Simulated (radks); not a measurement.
Species: Nb2+. Configuration: [Kr] 4d3 (the NIST ground configuration).

Method: scalar-relativistic Kohn-Sham, BLYP, spin-polarised, spherical densities, finite nucleus; open shells are filled with parallel spins first (spin-orbit coupling, left out, can overturn this in heavy ions); Fermi nuclear charge, rms radius 4.324 fm; computed with a radial shooting solver on a logarithmic mesh with Libxc functionals.

Energy parts (eV):
total: -103930.603
kinetic: 107013.500
electron-nucleus: -249696.505
Hartree: 41984.943
exchange-correlation: -3232.541

Orbitals (lengths in bohr, moments of r in powers of bohr):
orbital  occ.  eigenvalue (eV)      <r>   <1/r>     <r^2>
1s down     1        -18829.18  0.03609   42.40  0.001757
1s up       1        -18829.17  0.03609   42.40  0.001757
2s up       1        -2648.894   0.1581   9.526   0.02945
2s down     1        -2648.596   0.1580   9.526   0.02944
2p up       3        -2367.432   0.1377   9.273   0.02318
2p down     3        -2367.210   0.1377   9.274   0.02318
3s up       1        -456.2076   0.4434   3.252    0.2253
3s down     1        -456.0428   0.4434   3.251    0.2253
3p up       3        -364.2473   0.4460   3.091    0.2316
3p down     3        -364.0640   0.4459   3.090    0.2316
3d up       5        -213.8577   0.4331   2.854    0.2263
3d down     5        -213.5770   0.4330   2.854    0.2261
4s up       1         -76.3738    1.156   1.175     1.516
4s down     1         -74.6705    1.151   1.182     1.502
4p up       3         -52.4103    1.293   1.036     1.916
4p down     3         -50.5282    1.288   1.042     1.904
4d up       3         -19.7450    1.849  0.7142     4.062
4d down     0         -17.8704    1.897  0.7021     4.317
5s up       0         -17.4129    3.004  0.4303     10.12
5p up       0         -12.5104    3.590  0.3587     14.51

The highest occupied level is 4d up at -19.745 eV. Summed over all electrons, <r^2> = 30.97 bohr^2, which gives a Langevin (diamagnetic) susceptibility term of -24.5 x 10^-6 cm^3/mol. The electron density at the nucleus is 8.41e+04 e/bohr^3 (large components only). Spin moment in Bohr magnetons: 3. The density falls to 0.001 e/bohr^3 at r = 3.63 bohr. The spin density at the nucleus is -2.161 e/bohr^3 (1s -0.013, 2s -0.507, 3s 0.315, 4s -1.955). For comparison, the ionisation energy in NIST's Atomic Spectra Database is 25.040 eV (semi-empirical). In exact Kohn-Sham theory the highest level is minus the ionisation energy, but local and semilocal functionals leave it too shallow, through self-interaction and a potential that decays too fast; potentials with the right tail come closer.
